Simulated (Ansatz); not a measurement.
One change: `NB(F)[SeH]` becomes `NB(F)F`.

Ansatz, PBE0-D4/def2-TZVP geometries, multiplicity 1. Each molecule was computed in one conformer, which needn't be the lowest.

Scalar relativity is left out up to krypton.

| property | `NB(F)[SeH]` |
| --- | --- |
| LUMO energy (ωB97M-V/def2-TZVPP) / eV | 1.80 |
| HOMO energy (PBE/def2-TZVPP) / eV | -5.81 |
| LUMO energy (PBE0/def2-TZVPP) / eV | 0.19 |
| HOMO energy (ωB97M-V/def2-TZVPP) / eV | -9.15 |
| HOMO energy (B3LYP/def2-TZVPP) / eV | -6.75 |
| size of the dipole moment (B3LYP/def2-TZVPP) / D | 2.01 |

**Question.** Give the same properties after the change, and the shifts. (Estimate.)

**Answer.** Computed: 
```json
{"property": "LUMO energy (ωB97M-V/def2-TZVPP) / eV", "`NB(F)F`": "1.90", "shift": "0.10"}
{"property": "HOMO energy (PBE/def2-TZVPP) / eV", "`NB(F)F`": "-7.11", "shift": "-1.30"}
{"property": "LUMO energy (PBE0/def2-TZVPP) / eV", "`NB(F)F`": "0.65", "shift": "0.46"}
{"property": "HOMO energy (ωB97M-V/def2-TZVPP) / eV", "`NB(F)F`": "-11.06", "shift": "-1.91"}
{"property": "HOMO energy (B3LYP/def2-TZVPP) / eV", "`NB(F)F`": "-8.40", "shift": "-1.65"}
{"property": "size of the dipole moment (B3LYP/def2-TZVPP) / D", "`NB(F)F`": "2.71", "shift": "0.70"}
```

With PBE0 the HOMO falls by 1.66 eV and the LUMO rises by 0.46 eV, so the gap widens by about 2.12 eV. PBE moves the HOMO by -1.30 eV and ωB97M-V by -1.91 eV. The zero-point energy changes by -13.8 kJ/mol with -3 modes. Dipoles are sizes alone; their direction can turn.

B3LYP here is the variant with VWN-RPA as its local correlation; programs differ in this.

Spin–orbit coupling is left out; it splits and shifts lone-pair levels of the heavy atoms by tenths of an eV.
